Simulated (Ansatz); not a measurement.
Reaction (ligand exchange at the Si–Te bond): `N[SiH2][TeH]` + `N[SiH](O)Cl` → `N[SiH2]O[SiH](N)Cl` + H₂Te

Calculated with Ansatz (gas phase, PBE0-D4/def2-TZVP geometries, no zero-point term in ΔE). CBS: MP2 limit from def2 TZ/QZ plus the TZ coupled-cluster correction, frozen cores. DFT in def2-TZVPP. def2 core potentials past Kr. For Te outer-core shells are correlated without core-valence functions, which leaves a few kJ/mol of doubt a bond. Each species was taken in one conformer, which may not be the lowest.

| level | ΔE (kJ/mol) |
| --- | --- |
| PBE-D4 | -44.9 |
| r2SCAN-D4 | -58.2 |
| MP2/def2-QZVPP | -56.6 |
| HF/CBS(def2) | -79.3 |

Question: What does CCSD(T)/CBS give? (An estimate is asked.)

Answer: The calculation gave: -59.6 kJ/mol. The listed levels differ from it by 14.7, 1.4, 3.0, -19.7 kJ/mol.

Largest T1 diagnostic among the species: 0.011.

From PBE to PBE0 (25 % exact exchange), in def2-TZVPP and without D4, ΔE moves by −6.1 kJ/mol. In def2-TZVPP, CCSD(T) changes the Hartree–Fock value by +10.8 kJ/mol (the triples alone add +2.4 kJ/mol) and MP2 by +17.4 kJ/mol.
